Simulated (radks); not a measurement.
Question: Neutral argon, 18 electrons, occupied as [Ar] (the NIST ground configuration). Calculated with a radial shooting solver on a logarithmic mesh with Libxc functionals: Dirac Kohn-Sham, BLYP, spin-unpolarised, spherical densities, finite nucleus; Fermi nuclear charge, rms radius 3.4274 fm. Some entries of the table are withheld. Estimate them.

orbital,occ.,eigenvalue (Ry),<1/r> (bohr^-1)
1s1/2,2,-229.4366,(1)
2s1/2,2,-21.82024,3.556
2p1/2,2,(2),3.475
2p3/2,4,(3),3.445
3s1/2,2,-1.77367,(4)
3p1/2,2,(5),(6)
3p3/2,4,(7),(8)

Answer: 
(1) 1s1/2 <1/r> (bohr^-1): 17.70
(2) 2p1/2 eigenvalue (Ry): -17.01305
(3) 2p3/2 eigenvalue (Ry): -16.84852
(4) 3s1/2 <1/r> (bohr^-1): 0.9927
(5) 3p1/2 eigenvalue (Ry): -0.75405
(6) 3p1/2 <1/r> (bohr^-1): 0.8335
(7) 3p3/2 eigenvalue (Ry): -0.74098
(8) 3p3/2 <1/r> (bohr^-1): 0.8272
